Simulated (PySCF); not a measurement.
Radial density of Au²⁺ (gold, charge +2)

BLYP, [Xe] 4f14 5d8 6s1, high-spin 4F determinant (an excited configuration). Computed with PySCF 2.14 in x2c-TZVPPall, with scalar relativity by spin-free X2C-1e.

```
r (bohr)  4πr²ρ (e/bohr)  4πr²(ρα − ρβ)
  0.0133           109.3         0.0026
  0.0223           96.32         0.0007
  0.0375           130.1         0.0250
  0.0632           139.6         0.0917
   0.106           118.8         0.1892
   0.179           120.9         0.0086
   0.301           78.80         0.3445
   0.505           64.75         0.0435
   0.850           22.98         1.0548
    1.43           10.01         1.7065
    2.41           1.747         0.7779
    4.05          0.1285         0.0935
    6.81       0.0001767         0.0001
```

Densities and radii are taken from the X2C orbitals without a picture-change correction, which distorts them close to the nucleus.

Spin-orbit coupling, absent here, splits the open shell strongly.
